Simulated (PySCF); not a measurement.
System: C$_{5}$H$_{11}$O, charge 0, multiplicity 2. It need not be the lowest isomer of its formula. SMILES: [CH2]C(C)CCO
Geometry from a B3LYP-D3(BJ)/def2-TZVP (Ansatz) optimisation:
```xyz
17

C     -2.0302     0.9116     0.8425
C     -0.9383    -0.0726     0.6136
C     -1.4677    -1.3413    -0.0686
C      0.2289     0.5723    -0.1507
C      1.4628    -0.3031    -0.2550
O      2.4976     0.4735    -0.8560
H     -1.8120     1.9653     0.9549
H     -3.0438     0.5800     1.0247
H     -0.5444    -0.3781     1.5999
H     -2.3211    -1.7458     0.4785
H     -1.7958    -1.1195    -1.0868
H     -0.7075    -2.1216    -0.1187
H     -0.1002     0.8484    -1.1564
H      0.5188     1.4986     0.3522
H      1.7639    -0.6396     0.7465
H      1.2561    -1.1937    -0.8587
H      3.2725    -0.0837    -0.9784
```
Charge 0, spin multiplicity 2.

Dispersion corrections to the total energy (kcal/mol) from the dftd3 and dftd4 libraries through PySCF: D3(BJ) without and D4 with the three-body term, each with the damping fitted for the functional named.

| functional | D3(BJ) | D4 |
|---|---|---|
| TPSS | -10.14 | -10.10 |
| revPBE | -21.08 | -25.78 |
| PBE | -8.23 | -7.48 |
| TPSSh | ? | -9.22 |
| B2PLYP | -6.06 | ? |
| B3LYP | -13.55 | -11.80 |
| CAM-B3LYP | ? | -6.26 |

Task: Fill in the missing entries.

Result: 
- TPSSh, D3(BJ): -9.26
- B2PLYP, D4: -5.25
- CAM-B3LYP, D3(BJ): -6.00
